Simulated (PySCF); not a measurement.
TDDFT excited states: C6H9FO

C6H9FO.
Structure used (GFN2-xTB), in Å, numbered top down from 1:
```xyz
17
C6H9FO angstrom
C     -1.1979   -0.8438    0.9693
C     -0.3994    0.0122   -0.0085
C     -1.3228    0.9125   -0.7607
O     -1.5322    1.0023   -1.9185
F     -1.9812    1.7580    0.0943
C      0.7852    0.7968    0.6135
C      1.7578    0.0531   -0.3140
C      0.5889   -0.7403   -0.9198
H     -0.5226   -1.4797    1.5367
H     -1.7518   -0.2145    1.6631
H     -1.9017   -1.4761    0.4306
H      0.7416    1.8739    0.4641
H      0.9198    0.5958    1.6738
H      2.2742    0.6946   -1.0238
H      2.4934   -0.5560    0.2064
H      0.6229   -1.8114   -0.7364
H      0.4189   -0.5654   -1.9800
```

Method used: PySCF, TDDFT CAM-B3LYP/def2-SVPD, vertical, gas phase, core orbitals frozen in the response.

```json
{"state": "S1", "E (eV)": "6.02", "E (hartree)": "0.2211", "f": "0.0035", "main configurations (H = HOMO, L = LUMO)": "H→L (72%), H-2→L (11%), H-3→L (9%)"}
{"state": "S2", "E (eV)": "7.71", "E (hartree)": "0.2832", "f": "0.0011", "main configurations (H = HOMO, L = LUMO)": "H-1→L (88%)"}
{"state": "S3", "E (eV)": "7.89", "E (hartree)": "0.2899", "f": "0.053", "main configurations (H = HOMO, L = LUMO)": "H-2→L (58%), H→L (20%), H-3→L (11%)"}
{"state": "S4", "E (eV)": "8.31", "E (hartree)": "0.3052", "f": "0.010", "main configurations (H = HOMO, L = LUMO)": "H-3→L (52%), H-2→L (23%)"}
{"state": "S5", "E (eV)": "8.42", "E (hartree)": "0.3094", "f": "0.027", "main configurations (H = HOMO, L = LUMO)": "H→L+1 (79%)"}
{"state": "S6", "E (eV)": "8.69", "E (hartree)": "0.3195", "f": "0.037", "main configurations (H = HOMO, L = LUMO)": "H-1→L+1 (88%)"}
{"state": "S7", "E (eV)": "8.75", "E (hartree)": "0.3214", "f": "0.0013", "main configurations (H = HOMO, L = LUMO)": "H-2→L+1 (76%)"}
{"state": "S8", "E (eV)": "9.03", "E (hartree)": "0.3317", "f": "0.015", "main configurations (H = HOMO, L = LUMO)": "H-3→L+1 (45%), H→L+2 (16%), H→L+3 (9%)"}
```

Triplets, Tamm–Dancoff:

```tsv
state	E (eV)	λ (nm)	main configurations (H = HOMO, L = LUMO)
T1	5.43	228.4	H→L (73%), H-2→L (11%)
T2	6.60	187.9	H-5→L (53%), H-2→L (15%), H-6→L (9%)
T3	7.58	163.7	H-1→L (55%), H-3→L (18%)
```

The lowest singlet comes at 206 nm (581 kJ/mol) in the ultraviolet; it is very weak; its leading configuration is HOMO→LUMO (72%). The most intense listed level is S3 at 7.89 eV (157 nm, f = 0.053), 1.87 eV above S1. Löwdin shares by element: HOMO oxygen 39%, carbon 32% or more (atoms not listed hold the other 28%); LUMO carbon 42% or more, oxygen 31%, fluorine 9% (atoms not listed hold the other 18%). The listed states span 3.01 eV, and the widest gap between neighbours is 1.69 eV (S1 to S2). Weighted by f, the mean energy of these states is 8.29 eV. Orbital energies (eV): HOMO-3 -11.08, HOMO-2 -10.60, HOMO-1 -10.53, HOMO -10.19, LUMO 0.70, LUMO+1 1.12, LUMO+2 1.74. Only the lowest 8 singlets were computed, as vertical energies without vibronic structure.

Rough CPU time on one thread of a shared machine: about 2.4 min.

One conformer stands for the species.
